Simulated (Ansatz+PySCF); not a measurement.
The numbers below are computed, except where a source is named.
This PySCF input gave a total energy of -1620.55518 hartree.

```python
from pyscf import gto, scf, mp

mol = gto.M(atom="""
Al 0.000000 0.000000 0.000000
Cl 2.245260 0.000000 0.000000
Cl -1.122630 1.944460 0.000000
Cl -1.122630 -1.944460 0.000000
""", basis='def2-svp', charge=0, spin=0)
mf = scf.RHF(mol)
mf.kernel()
pt = mp.MP2(mf, frozen=20).run()
print(mf.e_tot, pt.e_corr, pt.e_tot)
```

Q: Write an input for Ansatz with the same method and basis set.

A:

```yaml
crystal:
  periodic: [false, false, false]
  atoms:
    - { symbol: Al, position_ang: [0.0, 0.0, 0.0] }
    - { symbol: Cl, position_ang: [2.24526, 0.0, 0.0] }
    - { symbol: Cl, position_ang: [-1.12263, 1.94446, 0.0] }
    - { symbol: Cl, position_ang: [-1.12263, -1.94446, 0.0] }
basis:
  gaussian: { orbitals: def2-SVP }
hamiltonian:
  xc: hf
correlation:
  method: mp2
  frozen_orbitals: { Al: 5, Cl: 5 }
scf:
  omitted_lower_state_checks: [stability, starts, atomic_configurations, cluster_reference, orbital_swaps, given_window_search, neighbouring_geometries, increment]
```

Ansatz (development build ahead of 0.2.0) gave -1620.55517 hartree, 0.08 meV from the first.
